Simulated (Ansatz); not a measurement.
Gas-phase reaction R1 + R2 → P1 + P2, each structure at its B3LYP-D3(BJ)/def2-TZVP stationary point, reached from a drawn start (curvature not checked).
P1: Cl atom, charge 0, multiplicity 2.
R1: F atom, charge 0, multiplicity 2.
R2: HCl (SMILES Cl), charge 0, multiplicity 1.
P2: HF (SMILES F), charge 0, multiplicity 1.

P less R. No zero-point or thermal terms; singlets are restricted closed shells; open shells are unrestricted; no spin–orbit coupling.

Frozen-core correlation throughout.

Run with Ansatz (a first-principles code) with Gaussian orbitals. All values are computed, each at the level named.

One of these levels gives -19.06 kcal/mol for the reaction energy. Which?
(A) HF/aug-cc-pV(D+d)Z
(B) B97M-V/def2-TZVPPD
(C) CCSD/aug-cc-pV(Q+d)Z
(D) BLYP/def2-TZVPPD

A, HF/aug-cc-pV(D+d)Z. The others give -36.41 (BLYP/def2-TZVPPD), -29.58 (B97M-V/def2-TZVPPD), -33.63 (CCSD/aug-cc-pV(Q+d)Z)
